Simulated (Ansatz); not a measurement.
Relaxation of C₂H₇NSi₂ (12 atoms, charge 0, multiplicity 1), to a largest force component of 0.015 eV/Å in at most 40 steps.

Method: Ansatz 0.2.0, RKS revPBE-D4/def2-SVP.

```xyz
12
Properties=species:S:1:pos:R:3:forces:R:3
N -0.887 3.169 0.238 -0.95 -0.95 -0.37
C -0.774 1.767 0.307 -0.89 7.21 0.07
C -0.662 0.584 0.358 0.96 -5.67 0.25
Si -0.307 -1.255 0.445 -1.59 0.92 0.70
Si 1.454 -1.874 -0.833 1.04 0.02 0.46
H -0.847 3.705 1.121 0.40 -0.66 0.09
H -1.789 3.506 -0.191 0.85 -0.68 0.05
H -1.560 -1.944 -0.061 0.12 -0.04 0.00
H -0.183 -1.674 1.905 0.14 0.09 -0.26
H 2.695 -1.216 -0.287 0.04 0.05 -0.08
H 1.259 -1.489 -2.223 -0.13 0.25 -0.89
H 1.678 -3.333 -0.744 0.01 -0.54 -0.01
```

**Question.** Where does it end, and by what steps?

**Answer.** It did not converge within its limit. The force dipped under the threshold on the way, but the program's further checks kept it going. After 39 steps the energy has fallen by 0.399 eV; H7 moved furthest, 1.24 Å.

```json
{"step": "0", "energy less start (eV)": "0.0000", "largest force component (eV/Å)": "7.210", "accepted": "yes"}
{"step": "2", "energy less start (eV)": "-0.3743", "largest force component (eV/Å)": "0.283", "accepted": "yes"}
{"step": "4", "energy less start (eV)": "-0.3844", "largest force component (eV/Å)": "0.180", "accepted": "yes"}
{"step": "6", "energy less start (eV)": "-0.3851", "largest force component (eV/Å)": "0.109", "accepted": "yes"}
{"step": "8", "energy less start (eV)": "-0.3854", "largest force component (eV/Å)": "0.069", "accepted": "yes"}
{"step": "10", "energy less start (eV)": "-0.3854", "largest force component (eV/Å)": "0.174", "accepted": "no"}
{"step": "12", "energy less start (eV)": "-0.3859", "largest force component (eV/Å)": "0.014", "accepted": "yes"}
{"step": "14", "energy less start (eV)": "-0.3866", "largest force component (eV/Å)": "0.076", "accepted": "yes"}
{"step": "16", "energy less start (eV)": "-0.3872", "largest force component (eV/Å)": "0.207", "accepted": "no"}
{"step": "18", "energy less start (eV)": "-0.3882", "largest force component (eV/Å)": "0.143", "accepted": "yes"}
{"step": "20", "energy less start (eV)": "-0.3903", "largest force component (eV/Å)": "0.127", "accepted": "yes"}
{"step": "22", "energy less start (eV)": "-0.3922", "largest force component (eV/Å)": "0.088", "accepted": "yes"}
{"step": "24", "energy less start (eV)": "-0.3932", "largest force component (eV/Å)": "0.032", "accepted": "yes"}
{"step": "26", "energy less start (eV)": "-0.3927", "largest force component (eV/Å)": "0.090", "accepted": "no"}
{"step": "28", "energy less start (eV)": "-0.3943", "largest force component (eV/Å)": "0.061", "accepted": "yes"}
{"step": "30", "energy less start (eV)": "-0.3956", "largest force component (eV/Å)": "0.107", "accepted": "yes"}
{"step": "32", "energy less start (eV)": "-0.3969", "largest force component (eV/Å)": "0.090", "accepted": "yes"}
{"step": "34", "energy less start (eV)": "-0.3977", "largest force component (eV/Å)": "0.074", "accepted": "yes"}
{"step": "36", "energy less start (eV)": "-0.3983", "largest force component (eV/Å)": "0.022", "accepted": "yes"}
{"step": "38", "energy less start (eV)": "-0.3985", "largest force component (eV/Å)": "0.052", "accepted": "yes"}
{"step": "39", "energy less start (eV)": "-0.3986", "largest force component (eV/Å)": "0.016", "accepted": "yes"}
```

```xyz
12
Properties=species:S:1:pos:R:3
N -0.888 3.095 0.423
C -0.785 1.754 0.463
C -0.651 0.524 0.538
Si -0.379 -1.276 0.602
Si 1.388 -1.774 -0.879
H -1.760 3.495 0.783
H -0.574 3.549 -0.441
H -1.609 -2.046 0.187
H -0.011 -1.734 1.992
H 2.646 -1.070 -0.443
H 1.040 -1.315 -2.271
H 1.659 -3.257 -0.921
```

Time of the run: 80 s on 2 threads of Arm Neoverse V1, with other jobs on the host, peak memory 0.15 GiB.
